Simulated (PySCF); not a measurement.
# Core-level binding energies of `F[C@H]1CCN[SiH2]1`

Compound: C3H8FNSi.
Structure used (GFN2-xTB), in Å, numbered top down from 1:
```
atom  x, y, z in Å
F1    -0.390   -1.385    1.655
C2    -0.250   -1.218    0.278
C3    -1.214   -0.142   -0.201
C4    -0.550    1.215    0.022
N5     0.838    1.055   -0.374
Si6    1.490   -0.507   -0.107
H7    -0.494   -2.193   -0.150
H8    -1.380   -0.291   -1.268
H9    -2.169   -0.206    0.322
H10   -0.638    1.506    1.077
H11   -1.025    1.990   -0.587
H12    1.366    1.911   -0.396
H13    2.057   -1.032   -1.348
H14    2.358   -0.702    1.055
```

Computed, not measured: PySCF, delta-SCF UKS SCAN, pcX-2 on the ionised atom, pcseg-1 elsewhere, spin-free X2C. Each binding energy is the total energy of the core-ionised species, with the hole localised on one atom, minus that of the ground state; both are solved self-consistently, so orbital relaxation is included.

**Question.** List the computed XPS lines with their assignment.

**Answer.** 
```
atom(s)                   environment     level  binding energy (eV)  2p1/2 (eV)  above the level's lowest (eV)  count
     F1                alkyl fluorine      F 1s               691.81           –                           0.00      1
     C2                sp3 C–F carbon      C 1s               292.07           –                          +1.32      1
     C3               ring CH2 carbon      C 1s               290.75           –                           0.00      1
     C4  sp3 carbon bound to nitrogen      C 1s               291.48           –                          +0.73      1
     N5        silicon-bound nitrogen      N 1s               404.32           –                           0.00      1
    Si6                  SiH2 silicon  Si 2p3/2               106.68      107.30                           0.00      1
    Si6                  SiH2 silicon     Si 1s              1846.45           –                           0.00      1
```

Lowest listed C 1s: C3, bonded to 2 C and 2 H. Highest, 1.32 eV above it: C2, bonded to F, C, H and Si. The widest gap between neighbouring values is 0.73 eV, between 290.75 and 291.48 eV. Summing the Pauling electronegativity differences to the bonded atoms, each weighted by its formal bond order, gives -0.70 for the lowest site and +0.43 for the highest; no listed site has a larger sum than the highest.

**Question.** Express the binding energy of Si 2p3/2 of Si6 in atomic units and per mole.

**Answer.** 106.68 eV = 3.9204 Eh = 10293 kJ/mol.

**Question.** What is the longest wavelength that can ionise Si 2p3/2 of Si6 vertically?

**Answer.** λ = hc/E = 12398.42 eV Å / 106.68 eV = 116.221 Å.

Spin–orbit coupling isn't in the SCF: each 2p doublet comes from a relaxed spin-free hole plus a matrix of the shell (mean-field spin–orbit coupling and the ground-state 2p splitting), with 2p3/2 averaged over its two sublevels. 2p1/2 minus 2p3/2 (ligand field included): Si 0.62 eV. Geometry: GFN2-xTB, one conformer, isolated molecule.
